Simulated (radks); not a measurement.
Ir3+, 74 electrons, occupied as [Xe] 4f14 5d6.

All-electron calculation, Dirac Kohn-Sham, LDA (Slater exchange, Perdew-Wang correlation), spin-unpolarised, spherical densities, finite nucleus; open shells are shared between the two j in proportion to 2j + 1; Fermi nuclear charge, rms radius 5.4032 fm. Program: a radial shooting solver on a logarithmic mesh with Libxc functionals.

Energy parts (eV):
part                       energy
total                  -485513.61
kinetic                 552806.43
electron-nucleus      -1216128.12
Hartree                 186997.43
exchange-correlation     -9189.35

Orbitals (lengths in bohr, moments of r in powers of bohr; r(max) is where P^2 peaks; r(90%) holds 90 % of the orbital's charge):
[
 {"orbital": "1s1/2", "occ.": "2", "eigenvalue (eV)": "-75953.14", "r(90%)": "0.0319", "r(max)": "0.01083", "<r^2>": "0.0004202", "<r>": "0.01745"},
 {"orbital": "2s1/2", "occ.": "2", "eigenvalue (eV)": "-13305.62", "r(90%)": "0.114", "r(max)": "0.06255", "<r^2>": "0.006369", "<r>": "0.07301"},
 {"orbital": "2p1/2", "occ.": "2", "eigenvalue (eV)": "-12755.11", "r(90%)": "0.100", "r(max)": "0.04621", "<r^2>": "0.004520", "<r>": "0.06019"},
 {"orbital": "2p3/2", "occ.": "4", "eigenvalue (eV)": "-11129.38", "r(90%)": "0.111", "r(max)": "0.05337", "<r^2>": "0.005712", "<r>": "0.06850"},
 {"orbital": "3s1/2", "occ.": "2", "eigenvalue (eV)": "-3135.887", "r(90%)": "0.280", "r(max)": "0.1761", "<r^2>": "0.04146", "<r>": "0.1901"},
 {"orbital": "3p1/2", "occ.": "2", "eigenvalue (eV)": "-2887.737", "r(90%)": "0.271", "r(max)": "0.1644", "<r^2>": "0.03787", "<r>": "0.1802"},
 {"orbital": "3p3/2", "occ.": "4", "eigenvalue (eV)": "-2531.863", "r(90%)": "0.293", "r(max)": "0.1791", "<r^2>": "0.04436", "<r>": "0.1955"},
 {"orbital": "3d3/2", "occ.": "4", "eigenvalue (eV)": "-2114.449", "r(90%)": "0.265", "r(max)": "0.1397", "<r^2>": "0.03415", "<r>": "0.1705"},
 {"orbital": "3d5/2", "occ.": "6", "eigenvalue (eV)": "-2037.470", "r(90%)": "0.272", "r(max)": "0.1437", "<r^2>": "0.03592", "<r>": "0.1752"},
 {"orbital": "4s1/2", "occ.": "2", "eigenvalue (eV)": "-693.3125", "r(90%)": "0.608", "r(max)": "0.3979", "<r^2>": "0.2027", "<r>": "0.4235"},
 {"orbital": "4p1/2", "occ.": "2", "eigenvalue (eV)": "-588.4695", "r(90%)": "0.621", "r(max)": "0.3965", "<r^2>": "0.2075", "<r>": "0.4268"},
 {"orbital": "4p3/2", "occ.": "4", "eigenvalue (eV)": "-504.0498", "r(90%)": "0.669", "r(max)": "0.4270", "<r^2>": "0.2415", "<r>": "0.4608"},
 {"orbital": "4d3/2", "occ.": "4", "eigenvalue (eV)": "-331.4535", "r(90%)": "0.706", "r(max)": "0.4211", "<r^2>": "0.2581", "<r>": "0.4721"},
 {"orbital": "4d5/2", "occ.": "6", "eigenvalue (eV)": "-315.7786", "r(90%)": "0.723", "r(max)": "0.4306", "<r^2>": "0.2705", "<r>": "0.4834"},
 {"orbital": "5s1/2", "occ.": "2", "eigenvalue (eV)": "-129.6256", "r(90%)": "1.40", "r(max)": "0.8903", "<r^2>": "1.068", "<r>": "0.9755"},
 {"orbital": "5p1/2", "occ.": "2", "eigenvalue (eV)": "-96.4006", "r(90%)": "1.53", "r(max)": "0.9445", "<r^2>": "1.264", "<r>": "1.058"},
 {"orbital": "4f5/2", "occ.": "6", "eigenvalue (eV)": "-95.9718", "r(90%)": "0.861", "r(max)": "0.3919", "<r^2>": "0.3451", "<r>": "0.5309"},
 {"orbital": "4f7/2", "occ.": "8", "eigenvalue (eV)": "-92.8453", "r(90%)": "0.874", "r(max)": "0.3967", "<r^2>": "0.3553", "<r>": "0.5386"},
 {"orbital": "5p3/2", "occ.": "4", "eigenvalue (eV)": "-82.4913", "r(90%)": "1.68", "r(max)": "1.025", "<r^2>": "1.504", "<r>": "1.154"},
 {"orbital": "5d3/2", "occ.": "2.4", "eigenvalue (eV)": "-38.0492", "r(90%)": "2.30", "r(max)": "1.253", "<r^2>": "2.675", "<r>": "1.521"},
 {"orbital": "5d5/2", "occ.": "3.6", "eigenvalue (eV)": "-36.5871", "r(90%)": "2.37", "r(max)": "1.290", "<r^2>": "2.835", "<r>": "1.566"}
]

The highest occupied level is 5d5/2 at -36.587 eV. For comparison, the ionisation energy in NIST's Atomic Spectra Database is 40 eV (theoretical). In exact Kohn-Sham theory the highest level is minus the ionisation energy, but local and semilocal functionals leave it too shallow, through self-interaction and a potential that decays too fast; potentials with the right tail come closer. The density falls to 0.001 e/bohr^3 at r = 3.37 bohr.

Beside tabulated values, note that spin-unpolarised runs miss the spin-polarisation part of the exchange energy of open shells.
